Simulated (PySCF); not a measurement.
Species: C₅H₇O₄ (charge -1).
Atom-mapped SMILES: `[O:1]=[C:2]([O-:3])[C@@H:4]1[CH2:5][CH2:6][O:7][CH2:8][O:9]1`

Cartesian coordinates in Å at the GFN2-xTB level; atoms count from 1:
```xyz
16
C5H7O4 angstrom
O      1.4833   -1.7461    1.0731
C      1.6709   -0.6152    0.6195
O      2.4174    0.2878    1.0163
C      0.8408   -0.2156   -0.6983
C      0.2134    1.1690   -0.5180
C     -0.9481    1.0215    0.4620
O     -1.8629    0.0307    0.0229
C     -1.1898   -1.1992   -0.1344
O     -0.1807   -1.1511   -1.0796
H      1.5450   -0.2150   -1.5385
H      0.9672    1.8424   -0.1099
H     -0.1585    1.5549   -1.4732
H     -1.5273    1.9458    0.5567
H     -0.5489    0.7382    1.4476
H     -1.9375   -1.9116   -0.4992
H     -0.7920   -1.5275    0.8416
```

Definitions: NICS(0) = −σiso at the ring centroid; NICS(1) = −σiso and NICS(1)zz = −σzz at ±1 Å along the ring normal z. Level: GIAO PBE0/pcSseg-1 (PySCF, non-relativistic, gas phase) on the GFN2-xTB geometry, one conformer.

Ring bond lengths (Å), with Mayer bond orders in brackets: C4–C5 1.531 (0.99), C5–C6 1.527 (1.03), C6–O7 1.418 (0.93), O7–C8 1.411 (0.94), C8–O9 1.384 (1.01), O9–C4 1.437 (0.87).

Problem. Give the NICS values of each ring in ppm.

Solution. 
```json
{"ring": "C4–C5–C6–O7–C8–O9", "type": "6-membered ring with 2 O; formal bonds all single", "NICS(0)": "-2.4", "NICS(1), two faces": "-1.3 / -2.0", "NICS(1)zz, two faces": "3.2 / 1.8", "rms pucker (Å)": "0.23", "centre to ring atoms, mean (Å)": "1.39"}
```

Problem. What can be read from them?

Solution. 
- C4–C5–C6–O7–C8–O9: mean NICS(1)zz 2.5 ppm, near zero. C4, C5, C6, C8 have four or more neighbours, so the value isn't read as a sign of a π ring current.

Problem. List the ring angles and the Hirshfeld charges of the ring atoms.

Solution. 
- C4–C5–C6–O7–C8–O9: C4 109.2° (+0.005 e), C5 107.5° (-0.106 e), C6 111.1° (-0.012 e), O7 109.6° (-0.185 e), C8 113.2° (+0.042 e), O9 111.1° (-0.174 e); sum 661.6° against 720° for a flat convex ring.

Problem. How shielded are the nuclei of the rings and their hydrogens (means over atoms taken as equivalent)?

Solution. 
| atoms | environment | σ isotropic (ppm) |
| --- | --- | --- |
| C4 | sp3 carbon bound to oxygen | 106.8 |
| C5 | ring CH2 carbon | 152.4 |
| C6 | sp3 carbon bound to oxygen | 117.9 |
| O7 | cyclic ether oxygen | 268.9 |
| C8 | sp3 carbon bearing two oxygens | 92.6 |
| O9 | cyclic ether oxygen | 251.8 |
| H10 | methine hydrogen | 28.01 |
| H11 | methylene hydrogen | 29.40 |
| H12 | methylene hydrogen | 30.14 |
| H13 | methylene hydrogen | 28.21 |
| H14 | methylene hydrogen | 27.78 |
| H15 | methylene hydrogen | 27.26 |
| H16 | methylene hydrogen | 25.47 |
